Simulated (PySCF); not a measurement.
**Working out the ionisation energy of Ar(2+)**

Ar(2+) [Ne] 3s2 3p4 (3P) → Ar(3+) [Ne] 3s2 3p3 (4S). All numbers are calculated (PySCF 2.14, the spin-free X2C one-electron Hamiltonian (Gaussian nucleus), in ANO-RCC-VTZP). Frozen: 1s2. Energies in hartree (1 hartree = 27.21139 eV):

```
            part  Ar(2+) (lower)  Ar(3+) (upper)
             UHF     -527.121631     -525.674189
CCSD correlation       -0.187743       -0.153721
             (T)       -0.004624       -0.003630
```

Task: What does Hartree-Fock give?

Result: (-525.674189) − (-527.121631) = 1.447442 hartree = 39.387 eV.

Task: What do CCSD and CCSD(T) give?

Result: The CCSD correlation energies differ by 0.034022 hartree = 0.926 eV and the triples by 0.000994 hartree = 0.027 eV, so CCSD gives 40.313 eV and CCSD(T) 40.340 eV.

A first-order spin-orbit estimate adds 0.062 eV to CCSD(T) (valence and next inner shell), giving 40.402 eV against 40.735 ± 0.012 eV (semi-empirical (NIST evaluation); NIST Atomic Spectra Database, ionization energies).

What remains against the reference includes basis incompleteness, the frozen core and higher excitations.
